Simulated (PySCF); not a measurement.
CF2I, SMILES I[C](F)F, multiplicity 2.

Coordinates come from a B3LYP-D3(BJ)/def2-SVP optimisation. The isomer is the one that the SMILES or the coordinates give; other isomers of the formula were not compared. The def2 effective core potentials stand for the cores of I; spin–orbit coupling is left out.

The numbers are results of TDA-B3LYP/def2-SVPD in PySCF, not measurements.

Vertical excitations. 

Problem. Give excitation energies, oscillator strengths and character. (Estimate from the structure and the level; the computed values follow.)

Solution. 
```json
[
 {"state": "root 1", "energy (eV)": "3.22", "λ (nm)": "385", "f": "0.004", "main pairs": "α HOMO→LUMO 48 %, β HOMO−1→LUMO 51 %"},
 {"state": "root 2", "energy (eV)": "3.24", "λ (nm)": "383", "f": "0.000", "main pairs": "β HOMO→LUMO 96 %"},
 {"state": "root 3", "energy (eV)": "3.72", "λ (nm)": "333", "f": "0.053", "main pairs": "α HOMO→LUMO 48 %, β HOMO−1→LUMO 46 %"},
 {"state": "root 4", "energy (eV)": "4.53", "λ (nm)": "274", "f": "0.000", "main pairs": "α HOMO−1→LUMO 81 %, β HOMO→LUMO+1 14 %"},
 {"state": "root 5", "energy (eV)": "4.73", "λ (nm)": "262", "f": "0.002", "main pairs": "α HOMO−2→LUMO 67 %, β HOMO−1→LUMO+1 30 %"},
 {"state": "root 6", "energy (eV)": "5.24", "λ (nm)": "237", "f": "0.001", "main pairs": "α HOMO−1→LUMO 15 %, β HOMO→LUMO+1 84 %"},
 {"state": "root 7", "energy (eV)": "5.47", "λ (nm)": "227", "f": "0.018", "main pairs": "α HOMO−2→LUMO 24 %, β HOMO−1→LUMO+1 60 %, β HOMO−2→LUMO 13 %"},
 {"state": "root 8", "energy (eV)": "6.13", "λ (nm)": "202", "f": "0.073", "main pairs": "α HOMO→LUMO+1 24 %, α HOMO−3→LUMO 5 %, β HOMO−2→LUMO 56 %"},
 {"state": "root 9", "energy (eV)": "6.29", "λ (nm)": "197", "f": "0.032", "main pairs": "α HOMO→LUMO+1 71 %, β HOMO−2→LUMO 18 %"},
 {"state": "root 10", "energy (eV)": "6.82", "λ (nm)": "182", "f": "0.047", "main pairs": "α HOMO→LUMO+2 91 %"}
]
```
Unrestricted roots are not spin-pure.
